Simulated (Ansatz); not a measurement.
Gas-phase electronic energies from Ansatz, PBE0-D4/def2-TZVP geometries. CBS: MP2 limit from def2 TZ/QZ plus the TZ coupled-cluster correction, frozen cores. This one scheme is used for every species. Functionals use def2-TZVPP. One conformer a species, not always the lowest.

`FBS` + `O[SiH2]F` → `F[SiH2]OBS` + H–F  (ligand exchange at a B–F bond)

| level | ΔE (kJ/mol) |
| --- | --- |
| B2PLYP | 17.6 |
| SCS-MP2/def2-TZVPP | 13.2 |
| HF/CBS(def2) | 20.3 |
| MP2/CBS(def2) | 6.4 |

What does CCSD(T)/CBS give? (Best estimate.)

Ansatz gave: +8.7 kJ/mol. The listed levels differ from it by 8.9, 4.5, 11.6, -2.3 kJ/mol.

Largest T1 diagnostic among the species: 0.014.

The D4 term adds −10.5 kJ/mol with B3LYP and −5.9 kJ/mol with PBE0; it sums over pairs of atoms, weighted by their polarisabilities, and B3LYP, whose exchange is more repulsive, gets the larger term. From PBE to PBE0 (25 % exact exchange), in def2-TZVPP and without D4, ΔE moves by −3.2 kJ/mol. In def2-TZVPP, CCSD(T) changes the Hartree–Fock value by −8.7 kJ/mol (the triples alone add −1.2 kJ/mol) and MP2 by −11.0 kJ/mol.

B3LYP here is the variant with VWN-RPA as its local correlation; programs differ in this.
